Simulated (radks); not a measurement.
Values are calculated unless marked as measured or tabulated.
Species: Xe. Configuration: [Kr] 4d10 5s2 5p5 6d1 (not the ground configuration). Level of theory: scalar-relativistic Kohn-Sham, PBE, spin-polarised, spherical densities, finite nucleus; open shells are filled with parallel spins first (spin-orbit coupling, left out, can overturn this in heavy ions); Fermi nuclear charge, rms radius 4.7859 fm (a radial shooting solver on a logarithmic mesh with Libxc functionals).

X-ray form factor f0, the Fourier transform of the density (f0(0) = 54):

| sin(theta)/lambda (1/angstrom) | f0 (electrons) |
|---|---|
| 0.05 | 52.030 |
| 0.1 | 49.723 |
| 0.15 | 46.488 |
| 0.2 | 43.150 |
| 0.25 | 40.061 |
| 0.3 | 37.317 |
| 0.4 | 32.672 |
| 0.5 | 28.771 |
| 0.6 | 25.463 |
| 0.8 | 20.616 |
| 1 | 17.574 |
| 1.25 | 14.857 |
| 1.5 | 12.463 |
| 2 | 8.534 |
